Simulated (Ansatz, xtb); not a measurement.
Species: CsAg (charge 0, singlet). SMILES: [Cs][Ag]
Structure (B3LYP-D3(BJ)/def2-TZVP (Ansatz, a program for electronic structure) minimum search):
```xyz
2

Cs     0.0000     0.0000    -1.5330
Ag     0.0000     0.0000     1.7939
```
Charge 0, spin multiplicity 1.

Harmonic wavenumbers from GFN2-xTB (xtb, at its own minimum), cm⁻¹: 125.

Give the harmonic wavenumbers at B3LYP-D3(BJ)/def2-TZVP (Ansatz, finite differences of forces, unscaled).

89 cm⁻¹. Zero-point energy 0.1 kcal/mol.

From these and the geometry, give the ideal-gas thermochemistry at 298.15 K and 1 atm (rigid rotor, harmonic oscillator).

Point group C∞v, rotational symmetry number 1. Rotational constants 0.7669, 0.7669 GHz. S(trans) 42.34, S(rot) 19.87, S(vib) 3.68, S(elec, spin only) 0.00, S 65.9 cal/(mol K). H(298) - H(0) 2.55 kcal/mol; G - E(el) -17.0 kcal/mol.
